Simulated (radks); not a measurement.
Values are calculated unless marked as measured or tabulated.
The lead ion Pb49+, configuration [Ar] 3d10 4s2 4p3 (the NIST ground configuration). Level of theory: Dirac Kohn-Sham, relativistic LDA (MacDonald-Vosko exchange, VWN5 correlation), spin-unpolarised, spherical densities, finite nucleus; open shells fill j = l - 1/2 first; Fermi nuclear charge, rms radius 5.5012 fm (a radial shooting solver on a logarithmic mesh with Libxc functionals).

Spin-orbit splittings of the eigenvalues, e(l+1/2) - e(l-1/2), with zeta = 2 splitting/(2l+1) and mean radii in bohr:

| shell | occ. | splitting (eV) | zeta (eV) | <r> j=l-1/2 | <r> j=l+1/2 |
|---|---|---|---|---|---|
| 2p | 6 | 2165 | 1443 | 0.05502 | 0.06385 |
| 3p | 6 | 502.4 | 334.9 | 0.1621 | 0.1772 |
| 3d | 10 | ? | ? | 0.1533 | 0.1579 |
| 4p | 3 | 169.0 | 112.7 | 0.3376 | 0.3592 |

Estimate the 3d splitting.

Answer. 109.1 eV (zeta = 43.63 eV).
